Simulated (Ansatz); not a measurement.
A nudged elastic band was laid between two geometries of GaH5S (7 atoms, charge 0, multiplicity 1).

The calculation used RKS BHLYP-D4/def2-TZVP in Ansatz.

| Quantity | Value |
| --- | --- |
| movable images | 9 |
| climbing image | yes |
| spring | 5.0 eV/Å² |
| optimiser | quadratic models (default) |
| start path | through a guess of the saddle point |
| force threshold | 0.05 eV/Å |
| iteration limit | 60 |
| end points | relaxed |

Image 0:

```xyz
7
Properties=species:S:1:pos:R:3
Ga -0.948 -0.293 -0.592
H -0.243 0.451 -1.781
H -0.874 -1.859 -0.527
H -2.054 0.460 0.226
H 2.006 -0.260 0.462
S 0.961 0.098 1.208
H 1.153 1.401 1.004
```

Image 10:

```xyz
7
Properties=species:S:1:pos:R:3
Ga -0.757 -0.391 0.315
H 0.694 0.074 -2.166
H -0.899 -1.861 -0.166
H -1.622 0.814 -0.150
H 1.231 0.140 -1.662
S 0.786 -0.042 1.853
H 0.566 1.266 1.975
```

Q: What changes between the two ends?

A: Bonds broken: Ga1–H2, H5–S6. Bonds formed: H2–H5. GaH5S becomes GaH3S + H2.

Q: What energy profile does the band end with?

A: The forces met the threshold. The highest image is number 5 of 0 to 10, 21.7 kcal/mol above the first end and 31.4 kcal/mol above the last; the last end lies 9.7 kcal/mol below the first. A vibrational analysis at the climbing image gives one clearly imaginary mode, 1385i cm⁻¹: a first-order saddle point. The orbitals stay closed-shell, which can raise the energy where a bond breaks towards radicals; this wasn't checked here.

```tsv
image	path coordinate (Å)	energy (kcal/mol)	Ga1–H2 (Å)	H5–S6 (Å)	H2–H5 (Å)
0	0.00	0.0	1.57	1.33	3.25
1	0.47	0.1	1.57	1.33	3.11
2	0.95	0.5	1.57	1.33	2.82
3	1.42	3.1	1.57	1.33	2.21
4	1.89	9.7	1.60	1.36	1.65
5	2.36	21.7	1.73	1.63	1.10
6	2.78	7.1	1.95	2.06	0.80
7	3.20	-4.4	2.24	2.47	0.75
8	3.62	-8.1	2.49	2.84	0.74
9	4.04	-9.4	2.71	3.18	0.74
10	4.46	-9.7	2.91	3.55	0.74
```

Q: What is the geometry of the highest image?

A: 
```xyz
7
Properties=species:S:1:pos:R:3
Ga -0.784 -0.398 -0.276
H 0.421 0.170 -1.378
H -0.921 -1.930 -0.447
H -1.824 0.719 -0.016
H 0.995 0.180 -0.442
S 1.196 -0.013 1.166
H 0.918 1.271 1.393
```

Q: What are the harmonic wavenumbers there?

A: 1385i, 270, 335, 448, 616, 680, 730, 735, 1034, 1268, 1403, 1678, 2062, 2075, 2776 cm⁻¹.

Time of the run: 53 s on 2 threads of AMD EPYC 9R45 96-Core Processor (Zen 5), with other jobs on the host, peak memory 0.27 GiB.
